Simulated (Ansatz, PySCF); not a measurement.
Energy difference 0.5 R1 + R2 → P1, each structure at its B3LYP-D3(BJ)/def2-TZVP stationary point, reached from a drawn start (curvature not checked).
R1, O2 (SMILES O=O) (charge 0, multiplicity 3):
```xyz
2

O      0.0000     0.0000    -0.6021
O      0.0000     0.0000     0.6021
```
P1, O4Ru (SMILES [O]=[Ru](=[O])(=[O])=[O]) (charge 0, multiplicity 1, Z-matrix in Å and degrees):
```
Ru
O 1 1.6785
O 1 1.6785 2 109.47
O 1 1.6785 2 109.47 3 -120.00
O 1 1.6785 2 109.47 3 120.00
```
R2, O3Ru (SMILES [O]=[Ru](=[O])=[O]) (charge 0, multiplicity 1):
```xyz
4

Ru     0.0000     0.0000     0.0000
O      1.6743     0.0000     0.0000
O     -0.8371     1.4499     0.0000
O     -0.8371    -1.4499     0.0000
```

P less R. No zero-point or thermal terms; singlets are restricted closed shells; open shells are unrestricted; no spin–orbit coupling. The spin states of the d-block species are the ones drawn and need not be the lowest.

Cores are frozen in the correlated methods.

The values were computed with Ansatz (Gaussian basis) for Hartree–Fock, density functionals and correlated methods; PySCF for the D3/D4 terms. Each number belongs to the level named beside it. Elements past Kr take the def2 small-core potentials, without spin–orbit coupling.

```json
[
 {"level": "PBE-D3(BJ)/def2-TZVPP", "reaction energy (eV)": "-2.100"},
 {"level": "BLYP-D3(BJ)/def2-TZVPP", "reaction energy (eV)": "-1.929"},
 {"level": "r2SCAN-D3(BJ)/def2-TZVPP", "reaction energy (eV)": "-2.021"},
 {"level": "r2SCAN-D4/def2-TZVPP", "reaction energy (eV)": "-2.021"},
 {"level": "B3LYP-D3(BJ)/def2-TZVPP", "reaction energy (eV)": "-1.314"},
 {"level": "PBE0-D4/def2-TZVPP", "reaction energy (eV)": "-1.284"},
 {"level": "B2PLYP/def2-TZVPP", "reaction energy (eV)": "-2.082"},
 {"level": "MP2/def2-QZVPP", "reaction energy (eV)": "-3.638"},
 {"level": "CCSD(T)/def2-QZVPP", "reaction energy (eV)": "(withheld)"}
]
```

Question: Complete the blanks.

Answer: 
- CCSD(T)/def2-QZVPP, reaction energy (eV): -1.451

Ansatz is a program for electronic structure.
